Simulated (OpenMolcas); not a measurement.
## Ionisation energies of molybdenum

* Program: OpenMolcas 26.06
* Basis: ANO-RCC-VQZP [8s7p5d3f2g1h]
* Scalar Hamiltonian: DKH2, point nucleus
* Spin-orbit coupling: RASSI with atomic mean-field integrals over the reference wave functions, term energies averaged over their components

Active shells in each charge state: the valence d, s shells, with orbitals averaged over the low states. Where CASPT2's correlated closed shells are named, they are those of the first ion.

A. CASSCF
B. SS-CASPT2, IPEA 0.25 Eh, imaginary shift 0.1 Eh (closed shells correlated: 4s 4p)
C. SS-CASPT2, IPEA 0.25 Eh, imaginary shift 0.1 Eh (closed shells correlated: 3d 4s 4p)
D. SS-CASPT2, IPEA 0 Eh, imaginary shift 0.1 Eh (closed shells correlated: 4s 4p)

Energies in eV between the lowest computed levels, named as in B; reference values from the NIST Atomic Spectra Database with their kind.

| From | To | A | B | C | D | Spin-orbit share in B | Reference |
| --- | --- | --- | --- | --- | --- | --- | --- |
| Mo 4d⁵ 5s ⁷S₃ | Mo+ 4d⁵ ⁶S_5/2 | 6.589 | 7.217 | 7.239 | 7.416 | +0.000 | 7.092 (measured) |
| Mo+ 4d⁵ ⁶S_5/2 | Mo2+ 4d⁴ ⁵D₀ | 14.700 | 16.034 | 16.014 | 16.224 | -0.131 | 16.160 (semi-empirical) |

Error against the reference values, in %:

```csv
From,Reference,A,B,C,D
Mo,measured,-7.1,+1.8,+2.1,+4.6
Mo+,semi-empirical,-9.0,-0.8,-0.9,+0.4
```

Absolute error against the one measured value: A 0.50 eV, B 0.12 eV, C 0.15 eV, D 0.32 eV.

The lowest level within the active space need not be the ion's true ground level.
